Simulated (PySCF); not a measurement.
## Working out the ionisation energy of Sb⁺

Sb⁺ [Kr] 4d10 5s2 5p2 (3P) → Sb²⁺ [Kr] 4d10 5s2 5p1 (2P). Calculation: PySCF 2.14, in cc-pVTZ-PP with ECP28MDF (5s4p3d1f, 39 functions); scalar relativity through the core potential. Frozen: 4s2 4p6 4d10. Energies in hartree (1 hartree = 27.21139 eV):

```csv
part,Sb⁺ (lower),Sb²⁺ (upper)
UHF,-238.961838,-238.373719
CCSD correlation,-0.058853,-0.045912
(T),-0.001401,-0.000602
```

Question: What does Hartree-Fock give?

Answer: (-238.373719) − (-238.961838) = 0.588119 hartree = 16.004 eV.

Question: What do CCSD and CCSD(T) give?

Answer: The CCSD correlation energies differ by 0.012941 hartree = 0.352 eV and the triples by 0.000799 hartree = 0.022 eV, so CCSD gives 16.356 eV and CCSD(T) 16.378 eV.

Reference: 16.626 ± 0.025 eV (measured; NIST Atomic Spectra Database, ionization energies), between the lowest levels; spin-orbit coupling is absent from the calculation.

What remains against the reference includes basis incompleteness, the frozen core and higher excitations.
